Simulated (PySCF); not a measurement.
**Diatomics with 48 electrons**

PBE in PySCF with def2-TZVPPD on every atom, for the lowest determinant that a PBE0 search found; no spin–orbit coupling. All have 48 electrons, 10 of them in the valence shells, and the same state, a singlet (closed shell). For ions De leads to the atom and ion picked by measured ionisation energies and electron affinities.

| species | difference of nuclear charges | Re (Å) | ωe (cm⁻¹) | k (mdyn/Å) | De (eV) | dissociates to |
| --- | --- | --- | --- | --- | --- | --- |
| ZnCl⁻ | 13 | 2.522 | 172 | 0.392 | 0.70 | Zn + Cl⁻ |
| GeP⁻ | 17 | 2.089 | 525 | 3.55 | n/a | Ge⁻ + P |
| SiAs⁻ | 19 | 2.122 | 531 | 3.38 | 5.17 | Si⁻ + As |
| GaCl | 14 | 2.237 | 350 | 1.68 | 4.97 | Ga + Cl |
| SiSe | 20 | 2.085 | 560 | 3.84 | 5.82 | Si + Se |
| AlBr | 22 | 2.337 | 358 | 1.52 | 4.69 | Al + Br |
| GeCl⁺ | 15 | 2.083 | 486 | 3.31 | 4.95 | Ge⁺ + Cl |
| SiBr⁺ | 21 | 2.131 | 508 | 3.14 | 5.00 | Si⁺ + Br |

Task: Which member of the whole set has the stiffest bond, and how does it compare with the softest?

Result: SiSe with k = 3.84 mdyn/Å, 9.8 times that of ZnCl⁻.

For an ion De counts to the pair picked by the measured ionisation energies or electron affinities, which need not be the lowest pair at this level. The highest Kohn–Sham level is positive in some of these anions. Much of that is self-interaction error, but it also means that the finite basis helps to hold the extra electron.
